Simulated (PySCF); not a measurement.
**S+: excitation energy**

S+ [Ne] 3s2 3p3 (4S) → S+ [Ne] 3s2 3p2 3d1 (high-spin determinant), as a difference of total energies. All numbers are calculated (PySCF 2.14, the non-relativistic Hamiltonian (point nucleus), in dyall-acv3z). Correlated levels: valence: [Ne] frozen; virtual orbitals above 40 to 60 times the deepest correlated orbital energy dropped. The calculations carry no spin-orbit coupling.

| method | excitation energy (eV) |
| --- | --- |
| UHF | 14.500 |
| MP2 (valence) | 14.221 |
| SCS-MP2 (valence) | 14.180 |
| CCSD (valence) | 14.269 |
| CCSD(T) (valence) | 13.881 |

Problem. How much does correlation contribute at CCSD(T) (valence)?

Solution. 13.881 − (14.500) = -0.619 eV, measured against UHF.

A first-order spin-orbit estimate (lowest level to lowest level, LS coupling) adds -0.039 eV.

The promoted electron is Rydberg-like, and one or two diffuse shells describe it only roughly, which tends to raise the upper state.

The coupled-cluster amplitudes are large for the upper state (T1 above 0.03 or a double amplitude above 0.15), so a single reference is strained.

The determinant of the upper state mixes LS terms, which raises its energy above the lowest term, most at the Hartree-Fock and MP2 levels.
